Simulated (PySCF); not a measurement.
**`CN(C)C1=C/C=C\C=C/C=C\1`, C₁₀H₁₃N**

Geometry:
```tsv
atom	x (Å)	y (Å)	z (Å)
C1	-2.338	-1.063	0.587
N2	-1.822	0.065	-0.152
C3	-2.537	1.292	0.056
C4	-0.459	0.121	-0.424
C5	0.228	1.290	-0.498
C6	1.618	1.481	-0.906
C7	2.726	0.896	-0.409
C8	2.794	-0.100	0.660
C9	2.109	-1.253	0.732
C10	1.217	-1.773	-0.310
C11	0.129	-1.182	-0.818
H12	-3.406	-1.205	0.360
H13	-2.234	-0.934	1.684
H14	-1.803	-1.980	0.312
H15	-3.613	1.075	0.120
H16	-2.239	1.820	0.985
H17	-2.378	1.979	-0.789
H18	-0.315	2.221	-0.312
H19	1.784	2.288	-1.633
H20	3.693	1.263	-0.774
H21	3.527	0.104	1.452
H22	2.315	-1.926	1.573
H23	1.472	-2.771	-0.693
H24	-0.438	-1.716	-1.591
```

Computed, not measured: PySCF, TDDFT CAM-B3LYP/def2-SVPD excited states, vertical, gas phase. Geometry: PBE0-D3(BJ)/def2-SVP.

Q: Give the one- and two-photon strengths of the lowest singlets.

A: δ for parallel linear polarisation; σ at the peak of a Lorentzian of half width 0.1 eV, single beam; Ω is circular over linear.
| state | E (eV) | f | photon λ (nm) | δ (au) | σ (GM) | Ω | main |
| --- | --- | --- | --- | --- | --- | --- | --- |
| S1 | 3.52 | 0.025 | 705 | 137 | 0.62 | 0.76 | HOMO→LUMO 0.94 |
| S2 | 4.97 | 0.069 | 499 | 513 | 4.64 | 0.70 | HOMO−1→LUMO 0.88 |
| S3 | 5.24 | 0.071 | 473 | 109 | 1.10 | 1.20 | HOMO→LUMO+2 0.46, HOMO→LUMO+1 0.37 |
| S4 | 5.40 | 0.050 | 460 | 287 | 3.06 | 0.11 | HOMO→LUMO+1 0.49, HOMO→LUMO+2 0.29 |
| S5 | 5.68 | 0.159 | 437 | 264 | 3.12 | 0.72 | HOMO→LUMO+3 0.82 |
| S6 | 6.07 | 0.199 | 408 | 106 | 1.44 | 0.09 | HOMO−2→LUMO 0.67, HOMO→LUMO+2 0.10 |

Among these, the strongest one-photon state is S6, the strongest two-photon state S2, with a dipole change of 2.2 D (relaxed, norm of the difference vector).
